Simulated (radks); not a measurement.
Initial-state core-level shifts of the samarium ion Sm+ when its valence configuration changes from [Xe] 4f6 6s1. Calculated with a radial shooting solver on a logarithmic mesh with Libxc functionals: Dirac Kohn-Sham, PBE, spin-unpolarised, spherical densities, point nucleus; open shells are shared between the two j in proportion to 2j + 1. Shifts are changes of the shell-averaged eigenvalues in eV (positive: less bound).

valence               2p       3s       3p       4p
4f7               +5.890   +6.442   +6.431   +6.222
4f4 6s1 6p2      -22.286  -24.419  -24.372  -22.771
4f5 5d1 6s1       -6.678   -7.658   -7.638   -7.053
4f4 5d2 6s1      -14.529  -16.775  -16.728  -15.183
4f2 6s1 6p4      -50.333  -55.557  -55.437  -50.319
4f6 6p1           -1.193   -1.176   -1.176   -1.189
4f2 5d1 6s1 6p3  -45.761  -51.081  -50.962  -45.993
4f5 6s1 6p1      -10.242  -11.161  -11.141  -10.565
4f5 6s2           -9.052   -9.976   -9.956   -9.377
